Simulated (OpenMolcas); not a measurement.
# Lines of Fe4+: computed and rescaled rates

```json
{
 "Program": "OpenMolcas 26.06",
 "Method": "MS-CASPT2, IPEA 0.25 Eh, imaginary shift 0.1 Eh (closed shells correlated: 3s 3p)",
 "Basis": "ANO-RCC-VQZP [7s6p4d3f2g1h]",
 "Scalar Hamiltonian": "DKH2, point nucleus",
 "Active space": "4 electrons in 5 orbitals (3d)",
 "State averaging": "2S+1 = 5 even, 5 roots; 2S+1 = 3 even, 45 roots; 2S+1 = 1 even, 50 roots",
 "Spin-orbit coupling": "RASSI with atomic mean-field integrals over the reference wave functions, term energies averaged over their components"
}
```

Rates come from the transition moments of the reference wave functions (E1 and E2 in the length form). At fixed line strength A goes as λ^-3 for E1 and M1 and as λ^-5 for E2, so a rate at the computed wavelength can be rescaled to the measured one. Measured vacuum wavelengths follow from level energies in Corliss and Sugar, J. Phys. Chem. Ref. Data 11, 135 (1982). Branching counts decays inside the model space alone, at computed energies, and the table is only a selection of the E2 and M1 lines, drawn from those between levels with measured partners whose computed energy lies within a factor of 1.5 of the measured one.

```json
{"Upper": "3d⁴ ⁵D₁", "Lower": "3d⁴ ⁵D₀", "Type": "M1", "λ computed (nm)": "67920", "λ measured (nm)": "70370", "A computed (s-1)": "1.73e-04", "A rescaled (s-1)": "1.56e-04", "Branching %": "100.0"}
{"Upper": "3d⁴ ⁵D₂", "Lower": "3d⁴ ⁵D₁", "Type": "M1", "λ computed (nm)": "35140", "λ measured (nm)": "36340", "A computed (s-1)": "1.31e-03", "A rescaled (s-1)": "1.18e-03", "Branching %": "100.0"}
{"Upper": "3d⁴ ³H₅", "Lower": "3d⁴ ³H₄", "Type": "M1", "λ computed (nm)": "31200", "λ measured (nm)": "34080", "A computed (s-1)": "8.66e-04", "A rescaled (s-1)": "6.64e-04", "Branching %": "98.7"}
{"Upper": "3d⁴ ³H₆", "Lower": "3d⁴ ³H₅", "Type": "M1", "λ computed (nm)": "28350", "λ measured (nm)": "33050", "A computed (s-1)": "9.75e-04", "A rescaled (s-1)": "6.15e-04", "Branching %": "98.8"}
{"Upper": "3d⁴ ⁵D₃", "Lower": "3d⁴ ⁵D₂", "Type": "M1", "λ computed (nm)": "24590", "λ measured (nm)": "25920", "A computed (s-1)": "3.12e-03", "A rescaled (s-1)": "2.66e-03", "Branching %": "100.0"}
{"Upper": "3d⁴ ⁵D₄", "Lower": "3d⁴ ⁵D₃", "Type": "M1", "λ computed (nm)": "19510", "λ measured (nm)": "20850", "A computed (s-1)": "3.64e-03", "A rescaled (s-1)": "2.98e-03", "Branching %": "100.0"}
{"Upper": "3d⁴ ¹I₆", "Lower": "3d⁴ ³H₆", "Type": "M1", "λ computed (nm)": "815.4", "λ measured (nm)": "834.5", "A computed (s-1)": "1.58e-01", "A rescaled (s-1)": "", "Branching %": "56.4"}
{"Upper": "3d⁴ ¹I₆", "Lower": "3d⁴ ³H₅", "Type": "M1", "λ computed (nm)": "792.6", "λ measured (nm)": "813.9", "A computed (s-1)": "1.22e-01", "A rescaled (s-1)": "", "Branching %": "43.4"}
{"Upper": "3d⁴ ¹S₀(1)", "Lower": "3d⁴ ³P₁(1)", "Type": "M1", "λ computed (nm)": "649.5", "λ measured (nm)": "682.1", "A computed (s-1)": "1.67e+00", "A rescaled (s-1)": "", "Branching %": "99.9"}
{"Upper": "3d⁴ ¹D₂(1)", "Lower": "3d⁴ ³F₃(1)", "Type": "M1", "λ computed (nm)": "488.6", "λ measured (nm)": "514.2", "A computed (s-1)": "4.98e-01", "A rescaled (s-1)": "", "Branching %": "38.0"}
{"Upper": "3d⁴ ³H₄", "Lower": "3d⁴ ⁵D₄", "Type": "M1", "λ computed (nm)": "420.3", "λ measured (nm)": "422.8", "A computed (s-1)": "3.74e-03", "A rescaled (s-1)": "", "Branching %": "83.7"}
{"Upper": "3d⁴ ³P₀(1)", "Lower": "3d⁴ ⁵D₁", "Type": "M1", "λ computed (nm)": "414.1", "λ measured (nm)": "418.2", "A computed (s-1)": "1.51e+00", "A rescaled (s-1)": "", "Branching %": "100.0"}
{"Upper": "3d⁴ ³P₁(1)", "Lower": "3d⁴ ⁵D₂", "Type": "M1", "λ computed (nm)": "404.1", "λ measured (nm)": "407.2", "A computed (s-1)": "1.17e+00", "A rescaled (s-1)": "", "Branching %": "88.6"}
{"Upper": "3d⁴ ³P₂(1)", "Lower": "3d⁴ ⁵D₃", "Type": "M1", "λ computed (nm)": "387", "λ measured (nm)": "389.6", "A computed (s-1)": "7.88e-01", "A rescaled (s-1)": "", "Branching %": "90.1"}
{"Upper": "3d⁴ ³F₄(1)", "Lower": "3d⁴ ⁵D₄", "Type": "M1", "λ computed (nm)": "385.1", "λ measured (nm)": "389.2", "A computed (s-1)": "8.49e-01", "A rescaled (s-1)": "", "Branching %": "81.9"}
{"Upper": "3d⁴ ³F₃(1)", "Lower": "3d⁴ ⁵D₃", "Type": "M1", "λ computed (nm)": "379.9", "λ measured (nm)": "384", "A computed (s-1)": "4.94e-01", "A rescaled (s-1)": "", "Branching %": "65.4"}
{"Upper": "3d⁴ ³F₂(1)", "Lower": "3d⁴ ⁵D₂", "Type": "M1", "λ computed (nm)": "375.5", "λ measured (nm)": "379.6", "A computed (s-1)": "2.12e-01", "A rescaled (s-1)": "", "Branching %": "56.5"}
{"Upper": "3d⁴ ¹G₄(2)", "Lower": "3d⁴ ¹I₆", "Type": "E2", "λ computed (nm)": "285.7", "λ measured (nm)": "296.1", "A computed (s-1)": "3.45e+00", "A rescaled (s-1)": "2.89e+00", "Branching %": "62.5"}
{"Upper": "3d⁴ ³D₃", "Lower": "3d⁴ ⁵D₄", "Type": "M1", "λ computed (nm)": "277.3", "λ measured (nm)": "282.9", "A computed (s-1)": "4.11e-01", "A rescaled (s-1)": "", "Branching %": "58.8"}
{"Upper": "3d⁴ ³D₂", "Lower": "3d⁴ ⁵D₁", "Type": "M1", "λ computed (nm)": "267.5", "λ measured (nm)": "273.1", "A computed (s-1)": "2.12e-01", "A rescaled (s-1)": "", "Branching %": "36.6"}
{"Upper": "3d⁴ ³F₄(2)", "Lower": "3d⁴ ³H₆", "Type": "E2", "λ computed (nm)": "262.4", "λ measured (nm)": "272.4", "A computed (s-1)": "2.72e+00", "A rescaled (s-1)": "2.26e+00", "Branching %": "37.2"}
{"Upper": "3d⁴ ³P₀(2)", "Lower": "3d⁴ ³P₂(1)", "Type": "E2", "λ computed (nm)": "261.5", "λ measured (nm)": "270.6", "A computed (s-1)": "1.48e+00", "A rescaled (s-1)": "1.25e+00", "Branching %": "36.9"}
{"Upper": "3d⁴ ³F₂(2)", "Lower": "3d⁴ ³H₄", "Type": "E2", "λ computed (nm)": "257.2", "λ measured (nm)": "267.5", "A computed (s-1)": "2.90e+00", "A rescaled (s-1)": "2.38e+00", "Branching %": "36.9"}
{"Upper": "3d⁴ ¹D₂(2)", "Lower": "3d⁴ ¹G₄(1)", "Type": "E2", "λ computed (nm)": "168.9", "λ measured (nm)": "174.7", "A computed (s-1)": "2.79e+01", "A rescaled (s-1)": "2.36e+01", "Branching %": "67.3"}
{"Upper": "3d⁴ ¹S₀(2)", "Lower": "3d⁴ ¹D₂(1)", "Type": "E2", "λ computed (nm)": "130", "λ measured (nm)": "133.6", "A computed (s-1)": "5.02e+01", "A rescaled (s-1)": "4.38e+01", "Branching %": "83.8"}
```

Spin-changing lines and M1 lines between different terms are not rescaled, since their strength hangs on the term gaps too.

The largest correction is for 3d⁴ ³H₆ → 3d⁴ ³H₅ (M1): 9.75e-04 × (28350 / 33050)^3 = 6.15e-04 s-1, a factor of 0.63.

The computed rate and branching of 3d⁴ ⁵D₁ → 3d⁴ ⁵D₀ give the upper level a radiative lifetime of 1.000 / 1.73e-04 s-1 = 5.78e+03 s, counting decays inside the model space alone. The rescaled rate gives about 6.4e+03 s.

The computed order of these levels differs from the measured one in 1 place, and where term gaps are wrong the rates of spin-changing lines can be off by large factors.

These are rates of the free ion; in crystals, glasses and complexes forced electric-dipole and non-radiative decay shorten such lifetimes by orders of magnitude. No measured rate stands beside these. Rescaling mends the energy factor alone: line strengths can still be far off where a level mixes with configurations outside the active space, and weak or spin-changing lines hang on small mixing coefficients that depend on the term gaps too, so rescaling need not improve them.

CASPT2 breaks the degeneracy within a term, and the mean is taken; among the terms shown or strongly mixed into the levels shown the widest spread is 980 cm-1 (3d⁴ ¹I). The CASPT2 spread within a term exceeds the gap to the next term for 3d⁴ ¹G(1) and 3d⁴ ³D, 3d⁴ ³D and 3d⁴ ¹I, 3d⁴ ³P(2) and 3d⁴ ³F(2), so the order of their levels is uncertain, and so are names and mixing where such terms share a J. Computed and measured levels are paired by configuration, term and J; levels that our copy of the source lacks, or whose pairing is in doubt (as where it misses far off the trend of its configuration), stay unpaired. Only configurations of the active space appear.

A number in round brackets counts repeated terms of one configuration in the order of the reference energies.
